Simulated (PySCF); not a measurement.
Stretching InSe

Set-up: PySCF, scalar-relativistic core potentials, basis sets In def2-SVP with ECP28, Se def2-SVP. Energies in eV from In + Se in their ground configurations at the same level. State: ²Π (doublet), unpaired electrons π ↑.

All columns are PBE0. A positive dipole means In(−)Se(+).

```json
{"R (Å)": "2.289", "E (eV)": "-2.184", "μ (D)": "-0.40", "Mulliken charge on In (basis-dependent)": "0.15", "HOMO (eV)": "-5.88", "LUMO (eV)": "-4.87", "Mayer bond order": "1.27", "⟨S²⟩": "0.75"}
{"R (Å)": "2.396", "E (eV)": "-2.610", "μ (D)": "-1.04", "Mulliken charge on In (basis-dependent)": "0.21", "HOMO (eV)": "-5.99", "LUMO (eV)": "-4.58", "Mayer bond order": "1.21", "⟨S²⟩": "0.75"}
{"R (Å)": "2.502", "E (eV)": "-2.840", "μ (D)": "-1.68", "Mulliken charge on In (basis-dependent)": "0.26", "HOMO (eV)": "-6.07", "LUMO (eV)": "-4.32", "Mayer bond order": "1.16", "⟨S²⟩": "0.75"}
{"R (Å)": "2.582", "E (eV)": "-2.919", "μ (D)": "-2.15", "Mulliken charge on In (basis-dependent)": "0.29", "HOMO (eV)": "-6.09", "LUMO (eV)": "-4.13", "Mayer bond order": "1.13", "⟨S²⟩": "0.75"}
{"R (Å)": "2.662", "E (eV)": "-2.939", "μ (D)": "-2.62", "Mulliken charge on In (basis-dependent)": "0.32", "HOMO (eV)": "-6.10", "LUMO (eV)": "-3.96", "Mayer bond order": "1.10", "⟨S²⟩": "0.75"}
{"R (Å)": "2.742", "E (eV)": "-2.915", "μ (D)": "-3.08", "Mulliken charge on In (basis-dependent)": "0.34", "HOMO (eV)": "-6.04", "LUMO (eV)": "-3.79", "Mayer bond order": "1.07", "⟨S²⟩": "0.75"}
{"R (Å)": "2.848", "E (eV)": "-2.832", "μ (D)": "-3.67", "Mulliken charge on In (basis-dependent)": "0.36", "HOMO (eV)": "-5.83", "LUMO (eV)": "-3.59", "Mayer bond order": "1.04", "⟨S²⟩": "0.76"}
{"R (Å)": "2.981", "E (eV)": "-2.673", "μ (D)": "-4.37", "Mulliken charge on In (basis-dependent)": "0.39", "HOMO (eV)": "-5.59", "LUMO (eV)": "-3.37", "Mayer bond order": "1.00", "⟨S²⟩": "0.76"}
{"R (Å)": "3.141", "E (eV)": "-2.437", "μ (D)": "-5.17", "Mulliken charge on In (basis-dependent)": "0.41", "HOMO (eV)": "-5.34", "LUMO (eV)": "-3.15", "Mayer bond order": "0.97", "⟨S²⟩": "0.76"}
{"R (Å)": "3.354", "E (eV)": "-2.091", "μ (D)": "-6.14", "Mulliken charge on In (basis-dependent)": "0.42", "HOMO (eV)": "-5.06", "LUMO (eV)": "-2.94", "Mayer bond order": "0.94", "⟨S²⟩": "0.76"}
```

A fit through these points gives, at Re = 2.655 Å, μ = -2.58 D and dμ/dR = -5.80 D/Å; the reduced mass is 47.13 u.

How strong is the fundamental in the double-harmonic approximation, I = 42.26·(dμ/dR)²/μred km/mol?

I = 42.26·(-5.80)²/47.13 = 30.2 km/mol at PBE0.

Spin–orbit coupling is left out, which matters for elements this heavy, above all for dissociation energies. The state was picked by a PBE0 search and need not be the measured ground state.
